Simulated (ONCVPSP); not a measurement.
## Before and after: ONCV potential for Al

```
Element                 : Al (Z = 13)
Generator               : ONCVPSP 4.0.1
Type                    : optimised norm-conserving Vanderbilt (ONCV)
Functional              : PW91
Relativity              : scalar-relativistic
Frozen core             : [Ne]
Valence charge          : 3
Reference configuration : 3s2 3p1
Partial waves           : 3s: rc 2.25 bohr, ncon 4, nbas 8, qcut 3.6 1/bohr, 2 projectors, debl 2 Ha; 3p: rc 2.90 bohr, ncon 3, nbas 8, qcut 2.7 1/bohr, 2 projectors, debl 1.1 Ha
Local potential         : polynomial inside 2.20 bohr (lpopt 5, dvloc0 0 Ha)
Core correction         : Teter function fitted to the true core (icmod 2), fcfact 0.15
```

All-electron outer shells of the reference configuration (PW91, scalar-relativistic, ld1.x):

```json
{"shell": "2s", "level (eV)": "-108.23", "outermost node (bohr)": "0.16", "outermost maximum (bohr)": "0.50"}
{"shell": "2p", "level (eV)": "-69.80", "outermost node (bohr)": "–", "outermost maximum (bohr)": "0.43"}
{"shell": "3s", "level (eV)": "-7.79", "outermost node (bohr)": "0.80", "outermost maximum (bohr)": "2.09"}
{"shell": "3p", "level (eV)": "-2.74", "outermost node (bohr)": "0.82", "outermost maximum (bohr)": "2.64"}
```

Change: functional PBE.

Cutoffs: the cutoffs (Ha) at which the residual kinetic energy of the hardest occupied pseudo-wave falls to 1 and 0.1 mHa per electron; they do not see the model core or the augmentation charge, which bear on the density cutoff. Errors are all-electron minus pseudo energies relative to the spin-unpolarised reference configuration.

Question: How do hardness, ghosts and transferability respond?

Answer: The potential gets neither clearly harder nor softer (5.0 Ha and 7.6 Ha → 5.0 Ha and 7.5 Ha); of the 4 tests that both files solve, the error grows in 2 and shrinks in 0 by more than 15 % and 0.3 meV (median size 0.5 → 5.3 meV); neither file shows a bound ghost.

```csv
quantity,base,changed
"cutoff, loose",5.0 Ha,5.0 Ha
"cutoff, tight",7.6 Ha,7.5 Ha
loose cutoff by channel,"s 5.0 Ha, p 2.1 Ha","s 5.0 Ha, p 2.1 Ha"
bound ghosts,none,none
GHOST(+) flags under 300 eV,s at 140.3 eV,s at 140.6 eV
"error for 3s2 3p0, meV [ΔE 5.80 → 5.76 eV]",-0.8,-0.8
"error for 3s1 3p0, meV [ΔE 25.08 → 24.99 eV]",+11,+26
"error for 3s2 3p0.5, meV [ΔE 2.10 → 2.09 eV]",-0.2,-0.2
"error for 3s0 3p3, meV [ΔE 10.47 → 10.45 eV]",-0.2,+9.9
s: phases at 2.28 bohr within 0.05 rad from the reference energy up to (Ha; the scan ends near 5),2.6,2.6
p: phases at 2.95 bohr within 0.05 rad from the reference energy up to (Ha; the scan ends near 5),3.5,3.5
"rms error of d²Exc/dni dnj with the model core, mHa",0.44,0.84
```
